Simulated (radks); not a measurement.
Question: These are the eigenvalues of the occupied orbitals of an atom or ion with whole-number occupations (hartree). Method: scalar-relativistic Kohn-Sham, r2SCAN, spin-polarised, spherical densities, finite nucleus; meta-GGA in the generalised Kohn-Sham scheme; Fermi nuclear charge, rms radius of each element as measured or else 0.836 A^(1/3) + 0.57 fm; computed with a radial shooting solver on a logarithmic mesh with Libxc functionals.

orbital  eigenvalue
1s down   -2885.474
1s up     -2885.474
2s up     -508.5749
2s down   -508.5671
2p up     -440.8297
2p down   -440.8236
3s up     -120.4471
3s down   -120.4461
3p up     -100.6293
3p down   -100.6277
3d up     -79.07975
3d down   -79.07509
4s up     -26.72198
4s down   -26.71569
4p up     -20.19400
4p down   -20.18858
4d up     -12.22051
4d down   -12.21401
5s up      -4.60813
5s down    -4.56374
4f up      -3.37925
4f down    -3.36943
5p up      -2.90661
5p down    -2.85056
5d up      -0.98457
5d down    -0.92112

Which element is it, and in what charge state? The configuration may be excited. Open shells, if any, are filled with parallel spins first.

Answer: Z = 78, platinum, charge +2: Pt2+ in [Xe] 4f14 5d8. The list shows which subshells hold electrons but not how many an open one holds; the 1s level, -2885.5 hartree, gives Z - s = 76.0 by -(Z - s)^2/2, which with screening and relativity narrows Z to a few neighbours, and the depths of the outer levels then fix element, charge and occupations together.
